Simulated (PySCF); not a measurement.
Species: C4H8FNSi2.
Atom-mapped SMILES: `[N:1]#[C:2][C@@H:3]1[SiH2:4][SiH2:5][CH2:6][C@@H:7]1[F:8]` (hydrogens: H9 on C3; H10, H11 on Si4; H12, H13 on Si5; H14, H15 on C6; H16 on C7)

The same species was optimised twice, with GFN2-xTB and with PBE0-D3(BJ)/def2-SVP (PySCF), and the same property calculations (PySCF, gas phase) were run on both structures.

| coordinate | GFN2-xTB | PBE0-D3(BJ)/def2-SVP | change |
| --- | --- | --- | --- |
| C2–C3 (Å) | 1.427 | 1.448 | +0.021 |
| Si4–Si5 (Å) | 2.324 | 2.344 | +0.020 |
| N1≡C2 (Å) | 1.145 | 1.159 | +0.014 |
| Si5–C6 (Å) | 1.924 | 1.914 | -0.010 |
| C3–C7 (Å) | 1.531 | 1.537 | +0.006 |
| C7–F8 (Å) | 1.389 | 1.384 | -0.005 |
| C3–Si4 (Å) | 1.946 | 1.942 | -0.004 |
| C6–C7 (Å) | 1.522 | 1.521 | -0.001 |
| C2–C3–C7 (°) | 111.8 | 113.4 | +1.6 |
| C2–C3–Si4 (°) | 112.0 | 113.3 | +1.3 |
| C3–C7–F8 (°) | 108.2 | 107.4 | -0.8 |
| Si4–Si5–C6 (°) | 93.9 | 93.4 | -0.5 |
| C3–C7–C6 (°) | 111.2 | 111.6 | +0.4 |
| Si5–C6–C7 (°) | 107.8 | 108.1 | +0.3 |
| C3–Si4–Si5 (°) | 91.8 | 92.1 | +0.3 |
| Si4–C3–C7 (°) | 107.1 | 106.9 | -0.2 |

Rotational constants: A = 2400, B = 1133, C = 906.3 MHz (GFN2-xTB) against A = 2404, B = 1106, C = 890.6 MHz (PBE0-D3(BJ)/def2-SVP). Point groups within 0.08 Å: C1 and C1.

On the GFN2-xTB structure: lowest singlet, TDDFT (eV) 6.88 [wB97X-D/def2-SVPD]; isotropic polarisability (au) 102.2 [wB97X-D/def2-SVPD]; HOMO (eV) -10.11 [wB97X-D/def2-SVPD]; LUMO (eV) 1.05 [wB97X-D/def2-SVPD]; dipole (D) 5.20 [wB97X-D/def2-SVPD].

What do these properties become on the PBE0-D3(BJ)/def2-SVP structure?

```csv
property,level,on GFN2-xTB,on PBE0-D3(BJ)/def2-SVP,change
"lowest singlet, TDDFT (eV)",wB97X-D/def2-SVPD,6.88,6.73,-0.15
isotropic polarisability (au),wB97X-D/def2-SVPD,102.2,104.2,+2.0
HOMO (eV),wB97X-D/def2-SVPD,-10.11,-9.96,+0.15
LUMO (eV),wB97X-D/def2-SVPD,1.05,1.13,+0.08
dipole (D),wB97X-D/def2-SVPD,5.20,5.16,-0.04
"energy, GFN2-xTB geometry as zero (kcal/mol)",wB97X-D/def2-SVPD,0.0,-2.2,-2.2
```

The heavy atoms differ by 0.033 Å rms after alignment. Among bonds between heavy atoms C2–C3 and Si4–Si5 change most and about equally (+0.020 to +0.021 Å). Changes are differences of the printed values. Neither structure is proved a minimum here.

The pairwise dispersion term of wB97X-D wasn't added to the energies; at a given geometry it leaves orbitals and properties as they are.
